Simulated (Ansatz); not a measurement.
CH$_{7}$BFNSi (`C[SiH](F)BN`). Total charge 0; spin multiplicity 1.

```tsv
atom	x (Å)	y (Å)	z (Å)
C1	0.176	0.624	-1.904
Si2	0.161	-0.646	-0.538
F3	1.702	-0.973	-0.145
B4	-0.761	-0.048	1.148
N5	-0.021	0.000	2.318
H6	0.733	0.262	-2.771
H7	-0.849	0.837	-2.224
H8	0.627	1.561	-1.571
H9	-0.405	-1.919	-1.074
H10	-1.916	0.274	1.196
H11	0.952	-0.257	2.358
H12	-0.399	0.286	3.207
```

(1) Give the diagnostics of a CCSD(T)/def2-TZVPP run (frozen core, Ansatz). (An estimate is asked.)

## Answers

(1) Ansatz gave: T1 = 0.0124, largest single amplitude 0.028, largest double 0.025, (T) share of the correlation energy 3.4 %, 9 CCSD cycles. The RHF solution is stable towards an unrestricted one. T1 lies under the customary mark of 0.02 for closed shells.
